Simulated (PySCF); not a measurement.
**Radial density of Ti (titanium, neutral)**

MN15, [Ar] 3d2 4s2, high-spin 3F determinant. All numbers are calculated (PySCF 2.14, the spin-free X2C one-electron Hamiltonian (Gaussian nucleus), in Sapporo-DKH3-DZP-2012).

```tsv
r (bohr)	4πr²ρ (e/bohr)	4πr²(ρα − ρβ)
0.000916	0.1036	0.0000
0.00154	0.2632	0.0000
0.00259	0.6684	0.0000
0.00436	1.658	-0.0001
0.00734	3.908	-0.0002
0.0123	8.535	-0.0005
0.0208	16.22	-0.0009
0.0349	24.27	-0.0013
0.0587	25.27	-0.0019
0.0988	19.70	-0.0035
0.166	24.35	0.0061
0.279	25.60	0.1181
0.470	9.653	0.5114
0.791	10.11	1.0905
1.33	5.940	1.0895
2.24	1.332	0.4397
3.76	0.6271	0.0662
6.33	0.08426	0.0021
10.6	0.001037	0.0000
```

Densities and radii are taken from the X2C orbitals without a picture-change correction, which distorts them close to the nucleus.

**Question.** Where is the radial spin density 4πr²(ρα − ρβ) most negative, and why is it negative at all?

**Answer.** Around r = 0.0988 bohr, down to -0.0035 e/bohr: exchange with the open shell polarises the paired shells in an unrestricted calculation.
